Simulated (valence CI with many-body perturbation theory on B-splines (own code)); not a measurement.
**Tb60+: calculated level list**

Method: valence CI with perturbative core correlation (CI+MBPT): three valence electrons over a frozen Dirac-Fock core [He], radial functions for each j: 11 s, 11 p, 10 d, 8 f, 5 g, 2 h, with the one-electron correlation potential Σ1 (screened to all orders), the two-electron term Σ2, the three-electron term Σ3, Breit, model QED; selected single and double excitations, second order for the rest, scaled by the run's own slope (own B-spline code, finite nucleus).

The last digits are not significant, and no measured levels were compared; by estimate large intervals hold to a few tenths of a per cent, small ones and those within an open d or f shell to about a per cent.

Levels 91 to 135 of 165, with energies above the lowest level, (2s^2 2p1/2) J=1/2. "Leading %" is the weight of the configuration and term that name the level; weights of strongly mixed levels are sums over their largest components and can fall short. In the jj column 3d3/2^4 stands for four electrons in 3d with j = 3/2. Lifetimes count E1, E2, E3, M1 and M2 decay at the calculated energies, and are blank where another channel may lead or the interval is too uncertain; long ones can be off by a factor of two.

```
No.  Configuration  Term    J  E (Ry)  Leading %  Lifetime                 Leading jj  Second component
 91          2p²3p   ²P°  1/2  693.40         86   3.73 fs   2p1/2 2p3/2 3p3/2 (99 %)     8 % 2p²3p ⁴D°
 92          2p²3d    ²G  7/2  693.89         52   60.8 fs   2p1/2 2p3/2 3d3/2 (98 %)     25 % 2p²3d ²F
 93          2p²3d    ²D  5/2  694.96         36    914 as   2p1/2 2p3/2 3d3/2 (96 %)     32 % 2p²3d ²F
 94          2p²3d    ²D  3/2  695.36         47    885 as   2p1/2 2p3/2 3d3/2 (98 %)     16 % 2p²3d ²P
 95          2p²3d    ²P  1/2  696.00         37    799 as  2p1/2 2p3/2 3d3/2 (100 %)     34 % 2p²3d ⁴P
 96          2p²3d    ⁴D  7/2  697.33         46   29.1 fs  2p1/2 2p3/2 3d5/2 (100 %)     38 % 2p²3d ⁴F
 97          2p²3d    ²P  3/2  698.60         38   1.33 fs   2p1/2 2p3/2 3d5/2 (98 %)     28 % 2p²3d ⁴P
 98          2p²3d    ²G  9/2  698.61         64    159 fs  2p1/2 2p3/2 3d5/2 (100 %)     36 % 2p²3d ⁴F
 99          2p²3d    ²F  5/2  698.70         43   1.09 fs   2p1/2 2p3/2 3d5/2 (97 %)     22 % 2p²3d ⁴D
100          2p²3d    ²D  5/2  699.93         60    742 as   2p1/2 2p3/2 3d5/2 (98 %)     26 % 2p²3d ⁴P
101          2p²3d    ²F  7/2  700.40         69    693 as   2p1/2 2p3/2 3d5/2 (98 %)     13 % 2p²3d ²G
102          2p²3d    ²D  3/2  700.82         58   1.03 fs  2p1/2 2p3/2 3d5/2 (100 %)     30 % 2p²3d ²P
103          2p²3d    ²P  1/2  701.21         59    961 as   2p1/2 2p3/2 3d5/2 (99 %)     36 % 2p²3d ²S
104          2p²3s    ⁴P  5/2  728.36         64   16.7 fs         2p3/2^2 3s (100 %)     36 % 2p²3s ²D
105          2p²3s    ²P  3/2  729.10         55   5.71 fs         2p3/2^2 3s (100 %)     35 % 2p²3s ²D
106          2p²3s    ²S  1/2  732.95         69   9.36 fs         2p3/2^2 3s (100 %)     20 % 2p²3s ⁴P
107          2p²3p   ⁴P°  3/2  733.66         27   2.67 fs      2p3/2^2 3p1/2 (100 %)    20 % 2p²3p ⁴S°
108          2p²3p   ²D°  5/2  733.83         40   2.64 fs      2p3/2^2 3p1/2 (100 %)    26 % 2p²3p ²F°
109          2p²3p   ²P°  1/2  738.03         76   2.66 fs       2p3/2^2 3p1/2 (99 %)    17 % 2p²3p ⁴D°
110          2p²3p   ⁴D°  7/2  749.97         64   3.65 fs      2p3/2^2 3p3/2 (100 %)    36 % 2p²3p ²F°
111          2p²3p   ²D°  5/2  749.98         52   3.51 fs      2p3/2^2 3p3/2 (100 %)    38 % 2p²3p ⁴P°
112          2p²3p   ²P°  1/2  750.08         55   3.34 fs      2p3/2^2 3p3/2 (100 %)    34 % 2p²3p ²S°
113          2p²3p   ²P°  3/2  753.29         62   3.50 fs      2p3/2^2 3p3/2 (100 %)    15 % 2p²3p ²D°
114          2p²3d    ²D  3/2  754.74         31   1.12 fs      2p3/2^2 3d3/2 (100 %)     25 % 2p²3d ⁴P
115          2p²3d    ⁴D  5/2  754.87         29   1.11 fs       2p3/2^2 3d3/2 (97 %)     23 % 2p²3d ²F
116          2p²3d    ²F  7/2  754.96         39   1.11 fs      2p3/2^2 3d3/2 (100 %)     30 % 2p²3d ²G
117          2p²3d    ⁴P  1/2  755.14         45    976 as       2p3/2^2 3d3/2 (97 %)     27 % 2p²3d ²P
118          2p²3p   ²P°  3/2  755.21         64   3.43 fs      2p3/2^2 3p3/2 (100 %)    14 % 2p²3p ²D°
119          2p²3d    ²F  7/2  758.36         52    109 fs      2p3/2^2 3d5/2 (100 %)     38 % 2p²3d ⁴D
120          2p²3d    ⁴F  9/2  758.42         64    116 fs      2p3/2^2 3d5/2 (100 %)     36 % 2p²3d ²G
121          2p²3d    ²D  3/2  759.09         59   1.23 fs       2p3/2^2 3d3/2 (87 %)     13 % 2p²3d ⁴F
122          2p²3d    ²P  1/2  759.47         55   1.65 fs       2p3/2^2 3d5/2 (97 %)     28 % 2p²3d ²S
123          2p²3d    ²D  5/2  761.14         60    897 as       2p3/2^2 3d5/2 (98 %)     11 % 2p²3d ⁴P
124          2p²3d    ²D  3/2  761.40         47    690 as       2p3/2^2 3d5/2 (87 %)     34 % 2p²3d ²P
125          2p²3d    ²D  5/2  763.76         67   1.25 fs       2p3/2^2 3d5/2 (99 %)     12 % 2p²3d ²F
126          2s²4s    ²S  1/2  780.43         98   9.73 fs             2s^2 4s (98 %)                  
127          2s²4p   ²P°  1/2  782.62         98   16.6 fs          2s^2 4p1/2 (98 %)                  
128          2s²4p   ²P°  3/2  789.87         96   22.4 fs          2s^2 4p3/2 (96 %)                  
129         2s2p4s   ⁴P°  1/2  790.82         77   10.6 fs        2s 2p1/2 4s (100 %)   23 % 2s2p4s ²P°
130          2s²4d    ²D  3/2  791.44         98   2.15 fs          2s^2 4d3/2 (98 %)                  
131         2s2p4p    ⁴D  1/2  792.76         66   8.27 fs     2s 2p1/2 4p1/2 (100 %)    21 % 2s2p4p ²P
132         2s2p4s   ⁴P°  3/2  792.91         59   9.95 fs         2s 2p1/2 4s (97 %)   39 % 2s2p4s ²P°
133         2s2p4s   ²P°  1/2  793.33         86   11.2 fs        2s 2p1/2 4s (100 %)   14 % 2s2p4s ⁴P°
134          2s²4d    ²D  5/2  793.54         98   2.46 fs          2s^2 4d5/2 (98 %)                  
135          2s²4f   ²F°  5/2  794.39         98   4.94 fs          2s^2 4f5/2 (98 %)
```
